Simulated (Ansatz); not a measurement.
System: CHCl, net charge 0, singlet state. SMILES: [CH]Cl
Geometry from a B3LYP-D3(BJ)/def2-TZVP (Ansatz, a first-principles code) optimisation:
```xyz
3

C     -1.0688     0.5284     0.0463
Cl     0.4789    -0.1654    -0.0143
H     -1.7291    -0.3590    -0.0347
```
Charge 0, spin multiplicity 1.

Parts of the frozen-core correlation energy in STO-3G (Ansatz, hartree). Frozen orbitals: 6; correlated occupied orbitals by spin: 6 and 6; virtual: 3 and 3. No spin-orbit coupling. No relativistic terms. The restricted reference is unstable.

```json
[
 {"term": "reference (HF)", "value": "-492.40036"},
 {"term": "MP2 opposite-spin", "value": "___"},
 {"term": "MP2 same-spin", "value": "___"},
 {"term": "CCSD correlation", "value": "___"},
 {"term": "(T)", "value": "-0.00219"},
 {"term": "FCI minus CCSD(T)", "value": "-0.00068"},
 {"term": "T1 diagnostic", "value": "0.018"},
 {"term": "largest doubles amplitude", "value": "0.130"}
]
```

### Question
Some entries are withheld; supply them.

### Answer

- MP2 opposite-spin, value: -0.04288
- MP2 same-spin, value: -0.00584
- CCSD correlation, value: -0.07079
